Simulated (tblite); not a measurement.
Computed with GFN2-xTB (tblite): harmonic, unscaled wavenumbers at the GFN2-xTB geometry, gas phase. This tight-binding method is rough: wavenumbers can miss measured ones by several per cent, in bad cases by 10 to 20. One conformer each. Thermal functions are those of the rigid rotor and harmonic oscillator, without mixing of conformers.

**Question.** Order these by their heat capacity Cp at 200 K, highest first (cal/(mol K)).
A. `CCC(CC)SSC`
B. `C=C(C(N)=O)[C@H](C)C1CC1`
C. `CO[C@H]1C[C@@](C)(C(=O)Cl)C1`
D. `C=C[C@@]1(C(=O)Cl)C[C@@H]1OC`
E. `CC/C(C)=C(\OC)C(=O)Cl`

**Answer.** E (34.7), A (33.2), B (32.0), C (31.4), D (30.9).

```tsv
SMILES	atoms	mass (u)	symmetry number	modes under 300 cm⁻¹	ZPE (kcal/mol)	S translation (cal/(mol K))	S rotation	S vibration	S	Cp
CC/C(C)=C(\OC)C(=O)Cl	21	162.04	1	11	104.2	39.2	29.2	26.8	95.1	34.7
CCC(CC)SSC	22	150.05	1	11	118.1	39.0	28.6	25.5	93.1	33.2
C=C(C(N)=O)[C@H](C)C1CC1	23	139.10	1	9	121.7	38.7	28.5	23.1	90.3	32.0
CO[C@H]1C[C@@](C)(C(=O)Cl)C1	21	162.04	1	9	105.3	39.2	29.2	23.1	91.5	31.4
C=C[C@@]1(C(=O)Cl)C[C@@H]1OC	19	160.03	1	8	89.9	39.2	28.8	20.5	88.5	30.9
```

Entropies and Cp are for 200 K and 1 bar.
